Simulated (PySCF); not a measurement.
**Polarisability and C₆ of Al- (aluminium, charge -1)**

[Ne] 3s2 3p2, high-spin 3P determinant. Computed with PySCF 2.14 in aug-cc-pCVTZ-DK (8s7p5d3f, 75 functions), with scalar relativity by spin-free X2C-1e. Coupled (time-dependent) response in atomic units; α is the mean over directions.

```json
{"method": "UHF", "mean α (bohr³)": "295.1", "α xx, yy, zz": "153.9, 365.7, 365.7", "C₆ (like pair)": "5531", "S(−4)": "65540"}
```

S(−4) is the Cauchy moment in α(ω) = α(0) + S(−4) ω² + …

α(iu) at UHF:

| u (hartree) | α(iu) (bohr³) |
| --- | --- |
| 0 | 295.1 |
| 0.0500 | 204.3 |
| 0.100 | 125.8 |
| 0.200 | 58.27 |
| 0.300 | 32.48 |
| 0.500 | 13.98 |
| 0.750 | 6.806 |
| 1.00 | 4.048 |
| 1.50 | 1.965 |
| 2.00 | 1.199 |
| 3.00 | 0.6192 |
| 5.00 | 0.2826 |

A single London oscillator, α(iu) = α/(1 + u²/ω²), gives C₆ = (3/4) ω α². Matching the computed C₆ needs ω = 4 × 5531 / (3 × 295.1²) = 0.0847 hartree.

For an ion, C₆ is the dispersion term alone; charge-induced terms of lower order in 1/R come first.

The components differ because the open shell of this determinant is not spherical; for a pure term their mean is the scalar polarisability.
